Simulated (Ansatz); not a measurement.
Reaction (cleavage of the Ge–Si bond): `[CH3][GeH]([F])[SiH3]` + HCl → `[CH3][GeH]([F])[Cl]` + SiH₄

Calculated with Ansatz (gas phase, PBE0-D4/def2-TZVP geometries, no zero-point term in ΔE). CBS: MP2 limit from def2 TZ/QZ plus the TZ coupled-cluster correction, frozen cores. This one scheme is used for every species. DFT in def2-TZVPP. B3LYP here is the variant with VWN-RPA as its local correlation; programs differ in this. HSE06 is defined as in plane-wave codes. For Ge outer-core shells are correlated without core-valence functions, which leaves a few kJ/mol of doubt a bond. Scalar relativity is left out up to krypton.

`[CH3][GeH]([F])[SiH3]`:

Z-matrix (Å, degrees):
```
C
Ge 1 1.944
H 1 1.090 2 110.1
H 1 1.092 2 110.2 3 -120.2
H 1 1.091 2 109.6 3 120.0
F 2 1.757 1 105.5 3 -62.4
Si 2 2.388 1 115.0 3 53.7
H 2 1.543 1 111.4 3 -175.6
H 7 1.485 2 110.3 1 -174.7
H 7 1.486 2 109.6 1 -53.7
H 7 1.488 2 109.0 1 65.5
```

HCl:

Z-matrix (Å, degrees):
```
Cl
H 1 1.279
```

`[CH3][GeH]([F])[Cl]`:

```xyz
8

C    -1.013    0.003    0.369
Ge    0.773    0.144   -0.340
F     0.802   -0.696   -1.858
Cl    2.145   -0.908    0.928
H    -1.063    0.479    1.349
H    -1.717    0.489   -0.308
H    -1.274   -1.050    0.468
H     1.346    1.538   -0.608
```

SiH₄:

```xyz
5

Si    0.000    0.000    0.000
H    -0.209   -1.039    1.040
H     0.316   -0.653   -1.295
H     1.128    0.880    0.399
H    -1.235    0.812   -0.143
```

```json
{"level": "revPBE-D4", "ΔE (kcal/mol)": "-15.9", "difference from CCSD(T)/CBS": "1.8"}
{"level": "BLYP-D4", "ΔE (kcal/mol)": "-17.3", "difference from CCSD(T)/CBS": "0.4"}
{"level": "r2SCAN-D4", "ΔE (kcal/mol)": "-18.2", "difference from CCSD(T)/CBS": "-0.5"}
{"level": "B97M-V", "ΔE (kcal/mol)": "-18.9", "difference from CCSD(T)/CBS": "-1.2"}
{"level": "B3LYP-D4", "ΔE (kcal/mol)": "-18.0", "difference from CCSD(T)/CBS": "-0.3"}
{"level": "r2SCAN0-D4", "ΔE (kcal/mol)": "-18.6", "difference from CCSD(T)/CBS": "-0.9"}
{"level": "HSE06-D4", "ΔE (kcal/mol)": "-16.7", "difference from CCSD(T)/CBS": "1.0"}
{"level": "B2PLYP", "ΔE (kcal/mol)": "-19.2", "difference from CCSD(T)/CBS": "-1.5"}
{"level": "PBE", "ΔE (kcal/mol)": "-15.8", "difference from CCSD(T)/CBS": "1.9"}
{"level": "revPBE", "ΔE (kcal/mol)": "-16.0", "difference from CCSD(T)/CBS": "1.7"}
{"level": "r2SCAN", "ΔE (kcal/mol)": "-18.3", "difference from CCSD(T)/CBS": "-0.6"}
{"level": "B3LYP", "ΔE (kcal/mol)": "-18.5", "difference from CCSD(T)/CBS": "-0.8"}
{"level": "r2SCANh", "ΔE (kcal/mol)": "-18.5", "difference from CCSD(T)/CBS": "-0.8"}
{"level": "LC-ωPBE", "ΔE (kcal/mol)": "-17.5", "difference from CCSD(T)/CBS": "0.2"}
{"level": "MP2/def2-SVP", "ΔE (kcal/mol)": "-20.8", "difference from CCSD(T)/CBS": "-3.1"}
{"level": "SCS-MP2/def2-TZVPP", "ΔE (kcal/mol)": "-20.2", "difference from CCSD(T)/CBS": "-2.5"}
{"level": "CCSD(T)/CBS", "ΔE (kcal/mol)": "-17.7", "difference from CCSD(T)/CBS": "0"}
```

Largest T1 diagnostic among the species: 0.012.

Leaving LDA and LC-ωPBE aside and taking each functional with its dispersion term where it has one, the values, not all of them listed here, spread over 4.1 kcal/mol, from BHLYP-D4 to PBE-D4. In def2-TZVPP, CCSD(T) changes the Hartree–Fock value by +5.2 kcal/mol (the triples alone add +0.3 kcal/mol) and MP2 by +3.7 kcal/mol. At CCSD(T), def2-SVP lies −1.8 kcal/mol from the extrapolated value and def2-TZVPP −0.5 kcal/mol.
